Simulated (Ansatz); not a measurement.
Isolated molecules relaxed with PBE0-D4/def2-TZVP in Ansatz; ΔE leaves out vibrations. CBS: MP2 limit from def2 TZ/QZ plus the TZ coupled-cluster correction, frozen cores. This one scheme is used for every species. DFT in def2-TZVPP. For Ge outer-core shells are correlated without core-valence functions, which leaves a few kJ/mol of doubt a bond. Scalar relativity is left out up to krypton. Each species was taken in one conformer, which may not be the lowest.

Consider the ligand exchange at the Si–C bond: `C#C[SiH](F)Cl` + `[NH2][GeH3]` → `F[SiH](Cl)[NH][GeH3]` + acetylene.

```csv
level,ΔE (kJ/mol)
ωB97X-V,-50.6
PBE,-37.7
SCS-MP2/def2-TZVPP,-47.7
CCSD/def2-TZVPP,-50.8
MP2/def2-QZVPP,-49.3
SCS-MP2/def2-QZVPP,-48.3
HF/CBS(def2),-52.8
CCSD/CBS(def2),-51.7
```

Task: What does CCSD(T)/CBS give? (Estimate.)

Result: Computed: -50.5 kJ/mol. The listed levels differ from it by -0.1, 12.8, 2.8, -0.3, 1.2, 2.2, -2.3, -1.2 kJ/mol.

Largest T1 diagnostic among the species: 0.013.

From PBE to PBE0 (25 % exact exchange), in def2-TZVPP and without D4, ΔE moves by −5.1 kJ/mol. The D4 term adds −5.1 kJ/mol with B3LYP and −2.9 kJ/mol with PBE0; it sums over pairs of atoms, weighted by their polarisabilities, and B3LYP, whose exchange is more repulsive, gets the larger term.

B3LYP here is the variant with VWN-RPA as its local correlation; programs differ in this.
